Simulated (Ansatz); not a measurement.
MgCl, SMILES [Mg][Cl], multiplicity 2.

Geometry: B3LYP-D3(BJ)/def2-TZVPD. The spin state was assumed, not searched.

Two levels are set side by side: PBE/def2-TZVPD (Ansatz, a quantum-chemistry and plane-wave program) and PBE0/def2-TZVPD (Ansatz). Energy differences of separate SCF runs at the same geometry; the states with an electron removed or added have multiplicity 1 and 1. Differences are taken from unrounded values.

```csv
quantity,PBE0,PBE,PBE minus PBE0
vertical ionisation energy (eV),7.91,7.86,-0.06
vertical electron affinity (eV),1.37,1.40,0.03
```
